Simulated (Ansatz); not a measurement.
A search over several starts for the lowest SCF solution of the cluster Ru6⁺ at the given spin, in a small basis.

```yaml
crystal:
  periodic: [false, false, false]
  atoms:
    - {symbol: Ru, position_ang: [1.392551, 1.879837, 0.123814]}
    - {symbol: Ru, position_ang: [-0.633694, -1.803681, 0.191879]}
    - {symbol: Ru, position_ang: [1.820027, -0.387691, 0.295238]}
    - {symbol: Ru, position_ang: [-0.419112, 0.704820, 0.944278]}
    - {symbol: Ru, position_ang: [-2.298540, -0.293507, -0.195017]}
    - {symbol: Ru, position_ang: [0.138767, -0.099778, -1.360191]}
basis:
  gaussian: {orbitals: def2-SVP, initial_orbitals: start.molden}
total_charge: 1
magnetization: {spin_polarized: true, initial_magnetization: 1}
hamiltonian: {xc: pbe, dispersion: d4}
output: {orbitals: {seedname: orbitals}}
```

The file start.molden holds the orbitals of an earlier run on this structure, at another level or in another basis.

```sh
$ ansatz run in.yaml --threads 4 --pin off --events-out ev --progress --plain --max-ram 4787MiB
```

Shortened log:

```
Functional definition: PBE
1794 factors; their error is unknown
mean field evaluation 1: about -15430.0107 eV, gradient 2.3e2 eV
mean field evaluation 2: about -15451.6196 eV, gradient 2.5e1 eV
mean field evaluation 4: about -15473.2155 eV, gradient 1.3e1 eV
mean field evaluation 8: about -15489.5788 eV, gradient 1.1e1 eV
mean field evaluation 16: about -15490.8189 eV, gradient 2.3e-2 eV
mean field evaluation 32: about -15490.8190 eV, gradient 1.8e-6 eV
mean field evaluation 64: about -15490.7181 eV, gradient 1.7e-6 eV
mean field evaluation 96: about -15408.6746 eV, gradient 1.1e2 eV
mean field evaluation 128: about -15168.2178 eV, gradient 1.5e2 eV
mean field evaluation 160: about -15386.0056 eV, gradient 1.3e2 eV
mean field evaluation 192: about -15194.1792 eV, gradient 1.6e2 eV
mean field evaluation 224: about -15344.5063 eV, gradient 8.7e1 eV
mean field evaluation 256: about -15177.8463 eV, gradient 9.5e1 eV
mean field evaluation 288: about -15402.9427 eV, gradient 1.2e2 eV
mean field evaluation 320: about -15181.6370 eV, gradient 1.6e2 eV
mean field evaluation 352: about -15407.0456 eV, gradient 1.0e2 eV
mean field evaluation 384: about -15163.7814 eV, gradient 1.4e2 eV
mean field evaluation 416: about -15416.5458 eV, gradient 1.1e2 eV
mean field evaluation 448: about -15182.8042 eV, gradient 1.6e2 eV
mean field evaluation 480: about -15411.7533 eV, gradient 1.2e2 eV
mean field evaluation 512: about -15206.8261 eV, gradient 1.6e2 eV
mean field evaluation 544: about -15400.6762 eV, gradient 1.1e2 eV
mean field evaluation 576: about -15490.7394 eV, gradient 1.4e-1 eV
mean field evaluation 608: about -15465.7195 eV, gradient 7.4e1 eV
mean field evaluation 640: about -15490.7419 eV, gradient 7.3e-2 eV
mean field evaluation 672: about -15489.5001 eV, gradient 1.1e1 eV
mean field evaluation 704: about -15489.7088 eV, gradient 7.2e0 eV
mean field evaluation 736: about -15490.5281 eV, gradient 5.5e-1 eV
mean field -15490.81897749 eV, -569.2770973685 hartree, gradient 1.8e-6 eV, S^2 3.010637; 15 other end points of the search recorded, 0 dependent functions left out
reference -15490.81902885 eV, -569.2770992559 hartree; 48, 47 occupied and 138, 139 virtual orbitals, 1794 factors
Total energy: -15491.43364854 eV, -569.2996861131 hartree
```

Hardware: 4 threads of Arm Neoverse V1 on a shared host. Wall time 4.3 min, peak host memory 0.88 GiB.

Other converged states that the search met: 0.10 eV higher (⟨S²⟩ = 2.93).

In the def2 sets Ru takes a core potential; there is no spin–orbit coupling. The charge 1 doublet is spin-contaminated (final ⟨S²⟩ up to 3.01, 0.75 for a pure state). Another isomer (doublet) lies 0.44 eV lower at PBE0-D4/def2-SVP; other spin states weren't run for this one.
